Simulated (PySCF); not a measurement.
Species: C3H8O2Si.
Numbering: `[CH2:1]=[C:2]([CH3:3])[SiH:4]([OH:5])[OH:6]` (hydrogens: H7, H8 on C1; H9, H10, H11 on C3; H12 on Si4; H13 on O5; H14 on O6)

Method: PySCF 2.14.0, PBE0-D3(BJ)/def2-SVP geometry optimisation, gas phase.

(1) What internal coordinates does the optimisation give?

Results:

(1) 
```tsv
bond	length (Å)	order
C1=C2	1.341	double
C2–C3	1.500	single
C2–Si4	1.862	single
Si4–O5, Si4–O6	1.662	single
C1–H7	1.094	single
C1–H8	1.097	single
C3–H9, C3–H10, C3–H11	1.102	single
Si4–H12	1.500	single
O5–H13, O6–H14	0.961	single
```

Bonds in one row agree within 0.01 Å and their mean is given. Orders are formal, as drawn. A selection of angles:
```tsv
angle	degrees
C2–C1–H7	121.2
C2–C1–H8	121.8
H7–C1–H8	117.0
C1–C2–C3	123.2
C1–C2–Si4	117.9
C3–C2–Si4	119.0
C2–C3–H9	110.4
C2–C3–H10	111.9
H9–C3–H10	108.5
H9–C3–H11	106.3
H10–C3–H11	108.1
C2–Si4–O5	111.5
C2–Si4–O6	105.7
C2–Si4–H12	111.8
O5–Si4–O6	109.5
O5–Si4–H12	107.9
O6–Si4–H12	110.5
Si4–O5–H13	116.5
Si4–O6–H14	116.8
```

Dihedral angles: C1–C2–Si4–O5 -4° (synperiplanar); H13–O5–Si4–C2 101° (anticlinal); H14–O6–Si4–C2 -179° (antiperiplanar). The mirror-image conformer, all signs reversed, is as good.

Si4 (oxygen-bound silicon) is distorted tetrahedral (angles from 105.7° to 111.8°). Of the pairs four or more bonds apart, O5···H7 is among the closest relative to their van der Waals radii: 2.60 Å, 96 % of the sum of Bondi's values. The C–C distances run from 1.341 Å (C1=C2, drawn double) to 1.500 Å (C2–C3, drawn single), a spread of 0.159 Å.

Point group: C1 (no symmetry element, even within 0.4 Å). No PBE0-D3(BJ)/def2-SVP frequencies stand behind this structure, so it isn't proved a minimum. One conformer, not necessarily the lowest (C1–C2–Si4–O5 -4°, C2–Si4–O5–H 101°, C2–Si4–O6–H -179°).

Time: 84 s of wall time; peak memory 0.50 GiB. Hardware: Arm Neoverse V1, one thread (shared host). These figures are those of the optimisation.
